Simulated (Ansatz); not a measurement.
Stepwise reaction of `[Cl][Cd][Cl]` with hydrogen fluoride, as a gas-phase model of exchange steps in deposition or etching. ΔE in kJ/mol; ΔG adds harmonic PBE0-D4 terms to CCSD(T)/CBS, at 1 bar.

Program: Ansatz. Geometries: PBE0-D4/def2-TZVP. ΔE: electronic, gas phase. CCSD(T)/CBS adds triple-zeta CCSD(T) − MP2 to the extrapolated MP2 energy (def2 sets, frozen cores). This one scheme is used for every species. Functionals use def2-TZVPP. B3LYP here is the variant with VWN-RPA as its local correlation; programs differ in this. def2 core potentials past Kr. For Cd outer-core shells are correlated without core-valence functions, which leaves a few kJ/mol of doubt a bond.

```json
{"step": "2", "reaction": "`[F][Cd][Cl]` + H–F → `[F][Cd][F]` + HCl", "PBE-D4": "80.5", "B3LYP-D4": "83.8", "ωB97M-V": "87.8", "CCSD(T)/CBS": "92.8", "ΔG(600 K)": "89.4"}
```

**Question.** Give the row of step 1, `[Cl][Cd][Cl]` + H–F → `[F][Cd][Cl]` + HCl. (An estimate is asked.)

**Answer.** The calculation gave: 
```json
{"step": "1", "reaction": "`[Cl][Cd][Cl]` + H–F → `[F][Cd][Cl]` + HCl", "PBE-D4": "78.0", "B3LYP-D4": "81.5", "ωB97M-V": "85.3", "CCSD(T)/CBS": "89.9", "ΔG(600 K)": "79.6"}
```

**Question.** By hand: ΔE of the 2 steps together at CCSD(T)/CBS.

**Answer.** (89.9) + (92.8) = 182.7 kJ/mol, or 91.3 kJ/mol a step.

In ΔE the steps differ by no more than 2.9 kJ/mol. All are uphill at CCSD(T)/CBS. ΔG lies between 79.6 and 89.4 kJ/mol a step. PBE-D4 differs from CCSD(T)/CBS by -12.3 to -11.9 kJ/mol a step. Isolated molecules leave out the surface, adducts and barriers. Largest T1 diagnostic: 0.018.
